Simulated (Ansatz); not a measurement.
Born–Oppenheimer molecular dynamics of CH6B2S (10 atoms, charge 0, multiplicity 1). It starts from a relaxed structure.

All numbers below come from RKS PBE0-D4/STO-3G in Ansatz.

* ensemble: NVT, Langevin thermostat
* time step: 0.5 fs
* steps asked: 250
* set temperature: 50 K
* friction: 0.005 /fs
* masses: H 2.014 u
* seed: 612259

Frames 2.5 fs apart, positions in Å, forces in eV/Å.

Velocities at 95.0 fs (Å/ps):

```
B 3.20 0.33 1.65
S -0.23 -0.49 -0.74
B -0.65 1.14 0.45
C -1.75 -0.46 -0.16
H 5.88 -8.91 -2.21
H 0.73 -4.42 0.55
H 2.39 -2.23 1.70
H -3.99 -5.03 -2.12
H -4.34 -9.01 -2.37
H -0.02 0.02 -1.98
```

```xyz
10
Properties=species:S:1:pos:R:3:forces:R:3 time_fs=95.0 energy_less_start_eV=0.035 T=34
B -0.956 1.507 -1.551 -0.02 -0.10 -0.45
S -0.568 1.226 0.149 -0.04 0.26 -0.09
B 0.132 -0.409 0.099 -0.15 -0.26 -0.44
C 0.685 -1.104 1.376 -0.55 0.02 0.14
H -0.791 0.654 -2.352 -0.04 0.29 0.24
H -1.376 2.552 -1.906 0.09 -0.27 0.29
H 0.163 -0.991 -0.920 0.04 0.11 0.03
H 0.255 -2.122 1.456 0.35 0.33 0.08
H 0.475 -0.543 2.288 -0.05 -0.08 0.26
H 1.770 -1.188 1.294 0.36 -0.29 -0.05
10
Properties=species:S:1:pos:R:3:forces:R:3 time_fs=97.5 energy_less_start_eV=0.045 T=24
B -0.947 1.506 -1.549 0.09 -0.72 -0.78
S -0.569 1.225 0.147 -0.02 0.31 0.08
B 0.130 -0.407 0.099 -0.08 -0.37 -0.36
C 0.681 -1.105 1.377 -0.20 -0.43 -0.20
H -0.778 0.639 -2.354 -0.10 0.63 0.50
H -1.372 2.539 -1.901 -0.01 0.03 0.16
H 0.169 -0.996 -0.916 0.02 0.13 -0.01
H 0.249 -2.128 1.452 0.44 0.46 0.01
H 0.465 -0.564 2.289 -0.07 0.19 0.57
H 1.775 -1.192 1.289 -0.06 -0.24 0.02
10
Properties=species:S:1:pos:R:3:forces:R:3 time_fs=100.0 energy_less_start_eV=0.029 T=34
B -0.940 1.502 -1.550 0.07 -0.67 -0.50
S -0.569 1.224 0.146 0.01 0.27 0.13
B 0.128 -0.408 0.098 -0.04 -0.32 -0.15
C 0.676 -1.107 1.376 0.26 -0.06 0.03
H -0.769 0.640 -2.344 -0.05 0.43 0.26
H -1.369 2.528 -1.891 -0.09 0.24 0.04
H 0.176 -0.999 -0.911 0.01 0.09 -0.14
H 0.252 -2.121 1.451 0.24 0.03 -0.01
H 0.457 -0.580 2.304 0.05 0.13 0.25
H 1.779 -1.203 1.283 -0.46 -0.13 0.09
10
Properties=species:S:1:pos:R:3:forces:R:3 time_fs=102.5 energy_less_start_eV=0.027 T=34
B -0.933 1.494 -1.555 -0.12 0.11 0.16
S -0.570 1.225 0.144 0.02 0.18 0.07
B 0.124 -0.410 0.095 -0.02 -0.19 0.08
C 0.670 -1.108 1.375 0.36 0.50 0.57
H -0.758 0.652 -2.329 0.07 -0.19 -0.34
H -1.370 2.524 -1.881 -0.04 0.13 -0.02
H 0.181 -0.998 -0.910 0.00 0.03 -0.23
H 0.259 -2.114 1.450 -0.04 -0.47 -0.03
H 0.450 -0.592 2.328 0.20 -0.08 -0.37
H 1.772 -1.218 1.279 -0.43 -0.02 0.11
10
Properties=species:S:1:pos:R:3:forces:R:3 time_fs=105.0 energy_less_start_eV=0.035 T=30
B -0.926 1.487 -1.558 -0.32 0.76 0.49
S -0.571 1.226 0.144 0.04 0.06 0.03
B 0.120 -0.412 0.093 0.02 -0.10 0.17
C 0.665 -1.108 1.377 -0.04 0.35 0.67
H -0.748 0.656 -2.324 0.14 -0.52 -0.66
H -1.371 2.526 -1.873 0.05 -0.10 -0.03
H 0.185 -0.994 -0.917 0.00 0.03 -0.16
H 0.264 -2.117 1.448 -0.15 -0.47 -0.04
H 0.450 -0.607 2.342 0.20 -0.05 -0.54
H 1.753 -1.233 1.278 0.06 0.05 0.07
10
Properties=species:S:1:pos:R:3:forces:R:3 time_fs=107.5 energy_less_start_eV=0.030 T=35
B -0.920 1.483 -1.560 -0.32 0.59 0.17
S -0.573 1.227 0.143 0.08 -0.08 0.04
B 0.117 -0.415 0.092 0.01 0.01 0.19
C 0.660 -1.105 1.381 -0.51 -0.65 0.19
H -0.737 0.647 -2.338 0.07 -0.18 -0.34
H -1.368 2.526 -1.864 0.08 -0.18 -0.07
H 0.188 -0.988 -0.927 0.00 0.03 -0.03
H 0.264 -2.134 1.444 -0.02 0.17 -0.05
H 0.457 -0.624 2.343 0.03 0.23 -0.11
H 1.734 -1.246 1.279 0.57 0.07 0.01
10
Properties=species:S:1:pos:R:3:forces:R:3 time_fs=110.0 energy_less_start_eV=0.041 T=29
B -0.915 1.482 -1.559 -0.16 -0.11 -0.41
S -0.575 1.228 0.142 0.12 -0.20 0.09
B 0.114 -0.418 0.091 0.03 0.05 0.12
C 0.652 -1.106 1.385 -0.18 -1.33 -0.43
H -0.727 0.633 -2.360 -0.06 0.42 0.25
H -1.364 2.521 -1.859 0.02 -0.03 -0.15
H 0.190 -0.983 -0.940 0.00 0.08 0.20
H 0.258 -2.146 1.439 0.06 0.52 -0.01
H 0.466 -0.635 2.341 -0.14 0.47 0.35
H 1.732 -1.257 1.279 0.32 0.13 0.00
10
Properties=species:S:1:pos:R:3:forces:R:3 time_fs=112.5 energy_less_start_eV=0.047 T=27
B -0.911 1.482 -1.561 -0.02 -0.58 -0.65
S -0.576 1.230 0.141 0.16 -0.30 0.09
B 0.111 -0.421 0.091 0.06 0.08 0.09
C 0.644 -1.114 1.388 0.42 -0.86 -0.42
H -0.717 0.629 -2.378 -0.11 0.68 0.56
H -1.360 2.511 -1.857 -0.08 0.22 -0.22
H 0.195 -0.976 -0.948 -0.01 0.10 0.33
H 0.250 -2.144 1.435 -0.06 0.18 0.08
H 0.469 -0.633 2.349 -0.14 0.31 0.11
H 1.736 -1.265 1.276 -0.20 0.17 0.05
10
Properties=species:S:1:pos:R:3:forces:R:3 time_fs=115.0 energy_less_start_eV=0.040 T=31
B -0.906 1.478 -1.564 -0.10 -0.24 -0.42
S -0.578 1.231 0.141 0.18 -0.41 0.02
B 0.109 -0.423 0.091 0.06 0.23 0.31
C 0.638 -1.125 1.390 0.72 0.26 -0.06
H -0.710 0.643 -2.382 -0.05 0.40 0.38
H -1.359 2.508 -1.861 -0.07 0.19 -0.20
H 0.199 -0.968 -0.947 -0.01 -0.02 0.16
H 0.238 -2.135 1.435 -0.25 -0.48 0.16
H 0.467 -0.625 2.358 -0.06 -0.05 -0.43
H 1.736 -1.269 1.274 -0.43 0.12 0.08
10
Properties=species:S:1:pos:R:3:forces:R:3 time_fs=117.5 energy_less_start_eV=0.036 T=34
B -0.902 1.474 -1.570 -0.36 0.68 0.20
S -0.579 1.232 0.141 0.19 -0.49 -0.11
B 0.109 -0.425 0.092 0.04 0.34 0.54
C 0.635 -1.136 1.391 0.31 0.63 0.09
H -0.706 0.667 -2.376 0.12 -0.27 -0.20
H -1.362 2.509 -1.870 0.05 -0.06 -0.10
H 0.203 -0.961 -0.941 0.00 -0.14 -0.07
H 0.221 -2.141 1.438 -0.16 -0.42 0.18
H 0.464 -0.615 2.358 -0.02 -0.27 -0.63
H 1.727 -1.270 1.273 -0.18 -0.02 0.08
10
Properties=species:S:1:pos:R:3:forces:R:3 time_fs=120.0 energy_less_start_eV=0.036 T=32
B -0.900 1.474 -1.575 -0.46 1.11 0.58
S -0.580 1.232 0.141 0.18 -0.49 -0.21
B 0.111 -0.425 0.096 0.00 0.24 0.38
C 0.633 -1.144 1.393 -0.40 0.11 -0.19
H -0.700 0.682 -2.377 0.22 -0.63 -0.50
H -1.365 2.510 -1.880 0.09 -0.16 -0.03
H 0.207 -0.960 -0.940 0.00 -0.09 -0.01
H 0.200 -2.159 1.447 0.17 0.21 0.12
H 0.457 -0.613 2.341 -0.05 -0.13 -0.21
H 1.715 -1.270 1.274 0.25 -0.16 0.07
10
Properties=species:S:1:pos:R:3:forces:R:3 time_fs=122.5 energy_less_start_eV=0.030 T=35
B -0.901 1.478 -1.577 -0.26 0.56 0.21
S -0.581 1.230 0.140 0.15 -0.39 -0.18
B 0.113 -0.423 0.102 -0.02 -0.02 -0.06
C 0.629 -1.151 1.393 -0.55 -0.33 -0.57
H -0.687 0.681 -2.392 0.12 -0.28 -0.12
H -1.367 2.507 -1.889 0.03 -0.03 0.00
H 0.211 -0.964 -0.940 -0.02 0.04 0.19
H 0.183 -2.168 1.460 0.32 0.51 0.03
H 0.451 -0.615 2.319 -0.13 0.16 0.44
H 1.708 -1.276 1.279 0.36 -0.23 0.05
```

Of the whole run (125 fs, mean temperature of the second half 34 K): The mean temperature of the second half is 32 % below the set value. A run of 0.12 ps of so small a system gives no equilibrium averages. Limits of this set-up: minimal basis.

Run time: 4.4 min on 1 thread of Arm Neoverse V1 (shared host), peak memory 0.08 GiB.
